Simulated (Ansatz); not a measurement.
System: CH$_{2}$NO (charge 0, doublet). It need not be the lowest isomer of its formula. 
Coordinates optimised at B3LYP-D3(BJ)/def2-TZVP (Ansatz, a program for electronic structure):
```xyz
5

N     -1.0751     0.2382     0.4330
C      0.2324     0.2799    -0.0236
O      0.9015    -0.6695    -0.3339
H     -1.7188     0.6912    -0.2242
H      0.6374     1.3183     0.0057
```
Charge 0, spin multiplicity 2.

Basis-set convergence of Hartree-Fock and CCSD correlation energies (hartree) with Ansatz. Valence correlation only, unless marked. Open shells are spin-unrestricted. No spin-orbit coupling. No relativistic terms.

| basis | functions | E(HF) | E(corr, CCSD) |
|---|---|---|---|
| aug-cc-pVDZ | 87 | -168.31805 | -0.48677 |
| aug-cc-pVTZ | 184 | ? | ? |

Complete the blanks.


- aug-cc-pVTZ, E(HF): -168.35691
- aug-cc-pVTZ, E(corr, CCSD): -0.58075
